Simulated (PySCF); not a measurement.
## EPR parameters of C5H6FOS

C5H6FOS (doublet state).
Structure used (GFN2-xTB), in Å, numbered top down from 1:
```
atom  x, y, z in Å
O1    -2.856    0.139   -0.262
C2    -1.897   -0.691    0.191
C3    -0.595   -0.204    0.654
C4     0.377   -0.044   -0.558
C5     1.631    0.666   -0.139
F6     1.406    1.965    0.242
C7     2.819    0.131   -0.099
S8     4.151   -0.692   -0.139
H9    -2.640    1.056   -0.039
H10   -2.069   -1.719   -0.072
H11   -0.697    0.773    1.136
H12   -0.146   -0.903    1.360
H13   -0.114    0.546   -1.336
H14    0.629   -1.023   -0.961
```

The hyperfine couplings belong to this conformer and change with its torsions.

Identity: `O[CH]CCC(F)=C=S` [radical].

Theory: UKS B3LYP, pcH-1 on C F H O S, non-relativistic, mean-field spin-orbit, GIAO (PySCF). One conformer (not necessarily the lowest) at the GFN2-xTB geometry, without solvent, vibrations or thermal averaging. The geometry wasn't refined by DFT: couplings that depend on bond lengths, twists or pyramidal angles can differ widely from those at the functional's own minimum. Stability of the SCF solution: not tested.

```json
{
  "g1, g2, g3": "2.00144, 2.00271, 2.00420",
  "g_iso": "2.00278",
  "Form of g": "rhombic: the two nearest values differ by 46 % of g3 − g1",
  "⟨S²⟩": "0.7582 (exact 0.7500)",
  "HOMO–LUMO gap, α and β orbitals": "1.59, 3.14 eV"
}
```

Hyperfine couplings atom by atom, in 10⁻⁴ cm⁻¹; T1 to T3 are the principal values of the dipolar part (1 × 10⁻⁴ cm⁻¹ = 2.998 MHz):

| atom | isotope | a_iso | of which spin–orbit | T1 | T2 | T3 | Mulliken spin population |
| --- | --- | --- | --- | --- | --- | --- | --- |
| O1 | 17O | -6.8 | 0.0 | -22.3 | 10.7 | 11.5 | 0.13 |
| C2 | 13C | 33.7 | 0.0 | -24.6 | -24.2 | 48.8 | 0.85 |
| C3 | 13C | -8.0 | 0.0 | -0.7 | -0.3 | 1.0 | -0.07 |
| C4 | 13C | 37.0 | 0.0 | -1.5 | -1.4 | 2.9 | 0.05 |
| C5 | 13C | 1.1 | 0.0 | -1.4 | 0.2 | 1.1 | 0.00 |
| F6 | 19F | 2.5 | 0.0 | -8.3 | -0.1 | 8.4 | 0.00 |
| C7 | 13C | 2.5 | 0.0 | -2.8 | -1.1 | 3.9 | 0.03 |
| S8 | 33S | 0.1 | 0.0 | -2.9 | -1.1 | 4.0 | 0.03 |
| H9 | 1H | -3.9 | 0.0 | -4.6 | -2.9 | 7.5 | 0.00 |
| H10 | 1H | -18.5 | 0.0 | -11.5 | -0.3 | 11.7 | -0.04 |
| H11 | 1H | 8.6 | 0.0 | -1.6 | -1.3 | 2.9 | 0.01 |
| H12 | 1H | 10.7 | 0.0 | -1.8 | -1.3 | 3.1 | 0.01 |
| H13 | 1H | -0.5 | 0.0 | -1.6 | -0.5 | 2.1 | 0.00 |
| H14 | 1H | -0.7 | 0.0 | -1.7 | -0.6 | 2.3 | 0.00 |

The Mulliken spin populations are largest on C2 (+0.85), O1 (+0.13) and C3 (-0.07). C2 is the only atom above +0.15. The angles at C2 add up to 358.0°, so it is nearly planar; its axial dipolar tensor and the negative coupling of its proton fit spin in a p orbital normal to that plane.

Axes: g3 points within 14° of the O1–H9 bond.

Under fast tumbling the dipolar parts average out, and these isotropic splittings remain: 1 × 1H (H10, I = 1/2, 2 lines) with 1.98 mT, 2 × 1H (H11/H12, I = 1/2, 3 lines) with 1.03 mT, 1 × 1H (H9, I = 1/2, 2 lines) with 0.42 mT, 1 × 19F (F6, I = 1/2, 2 lines) with 0.27 mT and 2 × 1H (H13/H14, I = 1/2, 3 lines) with 0.07 mT.

Class means assume fast exchange of nuclei equivalent by connectivity; if that motion is slow, each nucleus keeps its own coupling. The 1H value of +28.9 MHz is a mean of couplings from 25.8 to 32.1 MHz in this one geometry, not an average over conformers.

The 13C coupling of C4 (110.9 MHz) shows only in satellite lines or after enrichment, since that isotope makes up about 1.07 % of natural carbon.

The 17O coupling of O1 (-20.4 MHz) shows only in satellite lines or after enrichment, since that isotope makes up about 0.038 % of natural oxygen.

On one thread of an Arm Neoverse V1, shared host, this took 1.9 min wall (with the writing of density and orbital grids) and 0.97 GiB of memory at its peak.
